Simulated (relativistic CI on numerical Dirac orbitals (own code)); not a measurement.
## The 5d ions of charge 5+

Computed by Dirac-Coulomb-Breit CI, orbitals from a KLI potential per configuration, QED by a radiative potential, valence Slater integrals scaled by 0.85 (own radial code, finite nucleus).

Each species is treated in one configuration, given outside its closed core, with all valence electrons in the open shell. Radial values are for the open shell of highest l, unscaled and averaged over j; ζ includes the Breit term. Labels give the leading LS character, summed over repeated terms.

```
 Ion  Configuration  Its lowest level  LS weight (%)  ζ (cm⁻¹)  F² (cm⁻¹)  F⁴ (cm⁻¹)  ⟨r⟩ (bohr)  ⟨r²⟩ (bohr²)
 W⁵⁺             5d            2D_3/2            100      3204                              1.59         2.873
Re⁵⁺            5d2              3F_2             90      3716      68810      46180       1.534         2.676
Os⁵⁺            5d3            4F_3/2             85      4270      71210      47820       1.481         2.494
Ir⁵⁺            5d4              5D_0             64      4867      73630      49460       1.431          2.33
Pt⁵⁺            5d5            6S_5/2             82      5510      76040      51110       1.384         2.181
Au⁵⁺            5d6              5D_4             76      6198      78450      52740        1.34         2.046
Hg⁵⁺            5d7            4F_9/2             80      6935      80840      54370       1.299         1.924
```
